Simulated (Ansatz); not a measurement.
Harmonic frequencies (cm⁻¹) at PBE0-D4/def2-TZVP from Ansatz: 100, 191, 408, 420, 691, 732, 970, 978, 1346, 1459, 1472, 1927, 3059, 3152, 3155.

(1) Which molecule is it?
A. `C[S][Ge][Cl]`
B. `[F][Ge][O][SiH3]`
C. `S=[CH][GeH3]`
D. `C[S][GeH]`

## Answers

(1) D.
